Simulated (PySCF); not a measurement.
```xyz
18

Si     2.5487     0.2959     0.3070
C      0.7953    -0.3556     0.1224
C      0.5492    -1.7246     0.1723
C     -0.7548    -2.2328     0.0364
Cl    -0.9977    -3.9472     0.1073
C     -1.8458    -1.3989    -0.1520
C     -1.6054    -0.0234    -0.2031
S     -2.7927     1.2237    -0.4283
C     -1.5731     2.4499    -0.3458
C     -0.3214     1.9517    -0.1568
C     -0.3030     0.5176    -0.0693
H      2.9575     1.0682    -0.9064
H      2.6529     1.2101     1.4856
H      3.4691    -0.8641     0.4930
H      1.3663    -2.4342     0.3185
H     -2.8491    -1.8140    -0.2551
H     -1.8619     3.4960    -0.4446
H      0.5662     2.5818    -0.0812
```

Charge 0, multiplicity 1.

Give the Mulliken and meta-Löwdin atomic charges from ωB97X-D3(BJ)/def2-TZVP // PBE0-D3(BJ)/def2-SVP run with PySCF 2.14.0.


```json
[
 {"atom": "Si1", "Mulliken (e)": "0.22", "meta-Löwdin (e)": "0.52"},
 {"atom": "C2", "Mulliken (e)": "-0.12", "meta-Löwdin (e)": "-0.23"},
 {"atom": "C3", "Mulliken (e)": "-0.20", "meta-Löwdin (e)": "-0.12"},
 {"atom": "C4", "Mulliken (e)": "0.14", "meta-Löwdin (e)": "0.02"},
 {"atom": "Cl5", "Mulliken (e)": "-0.09", "meta-Löwdin (e)": "-0.06"},
 {"atom": "C6", "Mulliken (e)": "-0.23", "meta-Löwdin (e)": "-0.12"},
 {"atom": "C7", "Mulliken (e)": "-0.04", "meta-Löwdin (e)": "-0.10"},
 {"atom": "S8", "Mulliken (e)": "0.07", "meta-Löwdin (e)": "0.26"},
 {"atom": "C9", "Mulliken (e)": "-0.13", "meta-Löwdin (e)": "-0.23"},
 {"atom": "C10", "Mulliken (e)": "-0.27", "meta-Löwdin (e)": "-0.15"},
 {"atom": "C11", "Mulliken (e)": "0.17", "meta-Löwdin (e)": "0.00"},
 {"atom": "H12", "Mulliken (e)": "-0.03", "meta-Löwdin (e)": "-0.10"},
 {"atom": "H13", "Mulliken (e)": "-0.03", "meta-Löwdin (e)": "-0.10"},
 {"atom": "H14", "Mulliken (e)": "-0.03", "meta-Löwdin (e)": "-0.10"},
 {"atom": "H15", "Mulliken (e)": "0.13", "meta-Löwdin (e)": "0.12"},
 {"atom": "H16", "Mulliken (e)": "0.14", "meta-Löwdin (e)": "0.13"},
 {"atom": "H17", "Mulliken (e)": "0.16", "meta-Löwdin (e)": "0.14"},
 {"atom": "H18", "Mulliken (e)": "0.14", "meta-Löwdin (e)": "0.13"}
]
```
